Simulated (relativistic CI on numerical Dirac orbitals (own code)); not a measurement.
**Ir³⁺: resonant inelastic scattering at the L2,3 edge**

Computed with this model: Dirac-Coulomb-Breit CI, separate exchange-only KLI orbitals for each configuration, model QED, valence Slater integrals scaled by 0.8, Kramers-Heisenberg scattering through one core-hole configuration in a parametric crystal field; configurations [Xe] 4f14 5d6 → [He] 2s2 2p5 3s2 3p6 3d10 4s2 4p6 4d10 4f14 5s2 5p6 5d7; 300 K; core-hole width 7.5 eV; summed over polarisations. Incident energies are the highest absorption maxima for each field (at most a few, so the weaker spin-orbit partner edge can be absent), on the computed scale of the free ion. Intensities are in per cent of the strongest line above 0.02 eV; levels within 1 cm⁻¹ are merged; final levels count from the ground level, the first row holds all elastic scattering, lines under 0.4 are left out and each table stops after 24 rows. The scale of the Slater integrals is a model choice and moves the terms in proportion.

Field parameters in Wybourne normalisation: D4h B²₀ = −7Ds, B⁴₀ = 21(Dq − Dt), B⁴₄ = 21√(5/14) Dq. The field is a parameter set, without covalency.

S is read from ⟨S²⟩ = S(S + 1).

D4h, 10Dq = 26350, Ds = -1500, Dt = 10 cm⁻¹:

| Final level (eV) | Degeneracy | Irrep | S | 11215.2 eV |
| --- | --- | --- | --- | --- |
| 0.000 | 1 | A1 | 0.28 | 962.3 |
| 1.727 | 1 | A1 | 1.13 | 5.2 |
| 1.799 | 1 | A2 | 1.12 | 53.5 |
| 1.967 | 2 | E | 1.06 | 58.5 |
| 2.220 | 1 | B1 | 1.10 | 6.0 |
| 2.256 | 1 | B2 | 1.10 | 2.5 |
| 2.401 | 2 | E | 1.12 | 60.4 |
| 2.752 | 1 | A1 | 1.17 | 30.6 |
| 2.771 | 2 | E | 1.07 | 100.0 |
| 2.861 | 1 | B1 | 1.06 | 2.2 |
| 2.862 | 1 | B2 | 1.30 | 26.8 |
| 3.035 | 1 | A2 | 1.09 | 62.3 |
| 3.184 | 1 | A1 | 1.08 | 10.8 |
| 3.238 | 2 | E | 1.33 | 66.6 |
| 3.373 | 1 | B2 | 1.74 | 4.6 |
| 3.407 | 2 | E | 1.35 | 27.1 |
| 3.429 | 1 | A2 | 0.91 | 35.1 |
| 3.629 | 1 | A1 | 1.85 | 0.9 |
| 3.657 | 1 | A2 | 1.65 | 6.9 |
| 3.676 | 2 | E | 1.65 | 24.2 |
| 3.834 | 1 | B1 | 1.34 | 0.8 |
| 4.133 | 2 | E | 0.87 | 84.8 |
| 4.248 | 2 | E | 1.32 | 1.2 |
| 4.311 | 2 | E | 1.64 | 5.8 |

D4h, 10Dq = 26350, Ds = -860, Dt = 10 cm⁻¹:

| Final level (eV) | Degeneracy | Irrep | S | 11215.2 eV |
| --- | --- | --- | --- | --- |
| 0.000 | 1 | A1 | 0.28 | 895.0 |
| 1.869 | 1 | A1 | 1.13 | 4.3 |
| 1.982 | 1 | A2 | 1.11 | 48.8 |
| 2.077 | 2 | E | 1.07 | 42.3 |
| 2.151 | 1 | B1 | 1.12 | 4.9 |
| 2.238 | 1 | B2 | 1.09 | 5.8 |
| 2.331 | 2 | E | 1.11 | 71.0 |
| 2.782 | 1 | A1 | 1.20 | 32.0 |
| 2.826 | 2 | E | 1.09 | 100.0 |
| 2.981 | 1 | A2 | 1.08 | 55.8 |
| 2.984 | 1 | B2 | 1.39 | 19.5 |
| 3.022 | 1 | B1 | 1.06 | 3.1 |
| 3.149 | 1 | A1 | 1.05 | 7.5 |
| 3.246 | 2 | E | 1.49 | 49.4 |
| 3.440 | 1 | A2 | 0.84 | 37.1 |
| 3.467 | 2 | E | 1.10 | 46.6 |
| 3.490 | 1 | B2 | 1.67 | 5.8 |
| 3.646 | 2 | E | 1.54 | 20.8 |
| 3.672 | 1 | B1 | 1.14 | 0.8 |
| 3.783 | 1 | A2 | 1.71 | 2.5 |
| 4.043 | 2 | E | 1.55 | 14.7 |
| 4.219 | 2 | E | 1.31 | 24.5 |
| 4.273 | 2 | E | 1.25 | 31.8 |
| 4.332 | 2 | E | 1.82 | 0.7 |

D4h, 10Dq = 26350, Ds = -210, Dt = 10 cm⁻¹:

| Final level (eV) | Degeneracy | Irrep | S | 11215.2 eV |
| --- | --- | --- | --- | --- |
| 0.000 | 1 | A1 | 0.28 | 773.5 |
| 1.995 | 1 | A1 | 1.13 | 3.6 |
| 2.058 | 1 | B1 | 1.13 | 3.8 |
| 2.158 | 2 | E | 1.09 | 21.8 |
| 2.158 | 1 | A2 | 1.11 | 40.8 |
| 2.187 | 1 | B2 | 1.09 | 7.7 |
| 2.239 | 2 | E | 1.10 | 76.0 |
| 2.802 | 1 | A1 | 1.22 | 29.9 |
| 2.894 | 2 | E | 1.08 | 100.0 |
| 2.923 | 1 | A2 | 1.08 | 49.3 |
| 3.124 | 1 | B2 | 1.51 | 11.8 |
| 3.140 | 1 | A1 | 1.06 | 4.3 |
| 3.145 | 1 | B1 | 1.07 | 3.8 |
| 3.190 | 2 | E | 1.57 | 22.1 |
| 3.460 | 1 | A2 | 0.84 | 31.8 |
| 3.467 | 2 | E | 0.87 | 58.7 |
| 3.593 | 1 | B2 | 1.55 | 7.1 |
| 3.636 | 2 | E | 1.49 | 16.4 |
| 3.899 | 1 | A2 | 1.72 | 0.8 |
| 3.945 | 2 | E | 1.71 | 1.2 |
| 4.213 | 2 | E | 1.85 | 1.2 |
| 4.284 | 2 | E | 1.81 | 1.0 |
| 4.353 | 2 | E | 0.41 | 50.7 |
| 4.355 | 1 | A1 | 1.71 | 2.1 |

For the first field the strongest loss at the lowest incident energy is the level at 2.77 eV (S = 1.07, against 0.28 in the thermal ground state). Levels of other spin, the first over 8 % at 1.80 eV, appear because spin-orbit coupling of the core hole, and in heavier ions of the valence shell too, mixes spins.
